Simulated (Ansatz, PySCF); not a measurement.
SnI, SMILES [Sn+][I] (connectivity only; charge and spin as stated), charge +1, multiplicity 1. Atoms are numbered in the order given.

```xyz
2

Sn     0.0000     0.0000    -1.3471
I      0.0000     0.0000     1.2692
```
Charge +1, spin multiplicity 1.

Coordinates come from a B3LYP-D3(BJ)/def2-TZVP optimisation. The multiplicity is an assumed one; other spin states were not compared. The def2 effective core potentials stand for the cores of I, Sn; spin–orbit coupling is left out.

Two levels are set side by side: PBE-D3(BJ)/def2-TZVP (Ansatz, a quantum-chemistry and plane-wave program) and B3LYP-D3(BJ)/def2-TZVP (Ansatz). Each level has its own optimised geometry; the coordinates shown are those of the second. Frequencies come from the Hessian of PySCF at each geometry. Differences are taken from unrounded values.

```
quantity                            B3LYP-D3(BJ)
----------------------------------  ------------
bond Sn1–I2 (Å)                            2.616
highest harmonic wavenumber (cm⁻¹)           234
mean harmonic wavenumber (cm⁻¹)              234
zero-point energy (kcal/mol)                0.33
```

What does PBE-D3(BJ) give, and how far is it from B3LYP-D3(BJ)? (The exact figures need the calculation; the answer reports its results.)


```tsv
quantity	PBE-D3(BJ)	PBE-D3(BJ) minus B3LYP-D3(BJ)
bond Sn1–I2 (Å)	2.619	0.003
highest harmonic wavenumber (cm⁻¹)	231	-3
mean harmonic wavenumber (cm⁻¹)	231	-3
zero-point energy (kcal/mol)	0.33	0.00
```

On these quantities the two levels nearly agree.
